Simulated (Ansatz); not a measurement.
Results of the Gaussian-basis code of Ansatz.

C$_{2}$H$_{7}$FGeOS, SMILES `C[O][Ge]([CH3])([F])[SH]` at its PBE0-D4/def2-TZVP geometry, where that method's forces vanish. Charge 0, multiplicity 1.

```csv
atom,x (Å),y (Å),z (Å)
C1,-0.5788,-1.7061,0.9513
O2,-0.8816,-0.9171,-0.1826
Ge3,-0.2534,0.7270,-0.2868
C4,1.6623,0.8778,-0.4596
F5,-0.6648,1.4494,1.2472
S6,-1.3726,1.6877,-1.9104
H7,-0.8928,-1.2211,1.8809
H8,-1.1191,-2.6492,0.8498
H9,0.4926,-1.9329,1.0176
H10,1.9406,1.9298,-0.5257
H11,2.1399,0.4406,0.4176
H12,1.9963,0.3568,-1.3566
H13,-2.4687,0.9574,-1.6427
```

Task: For each bond, give half the difference of the two atoms' forces along it (eV/Å; positive pushes the atoms apart) under PBE-D4, r2SCAN-D4, B3LYP-D4, ωB97M-V in def2-TZVPP. (Estimate.)

Result: The calculation gave: 
| bond | length (Å) | PBE-D4 | r2SCAN-D4 | B3LYP-D4 | ωB97M-V |
| --- | --- | --- | --- | --- | --- |
| C1–O2 | 1.414 | 0.23 | 0.30 | 0.26 | 0.27 |
| C1–H7 | 1.095 | 0.07 | -0.07 | -0.09 | -0.10 |
| C1–H8 | 1.092 | 0.10 | -0.05 | -0.13 | -0.11 |
| C1–H9 | 1.097 | 0.07 | -0.06 | -0.08 | -0.10 |
| O2–Ge3 | 1.763 | 0.33 | 0.00 | 0.10 | -0.04 |
| Ge3–C4 | 1.929 | -0.08 | 0.00 | 0.07 | -0.03 |
| Ge3–F5 | 1.745 | 0.51 | 0.03 | 0.25 | 0.08 |
| Ge3–S6 | 2.194 | 0.06 | 0.03 | 0.08 | -0.04 |
| C4–H10 | 1.090 | 0.08 | -0.02 | -0.07 | -0.04 |
| C4–H11 | 1.090 | 0.09 | -0.02 | -0.08 | -0.05 |
| C4–H12 | 1.090 | 0.08 | -0.02 | -0.07 | -0.04 |
| S6–H13 | 1.344 | 0.26 | 0.01 | -0.02 | -0.09 |

B3LYP here is the variant with VWN-RPA as its local correlation; programs differ in this.
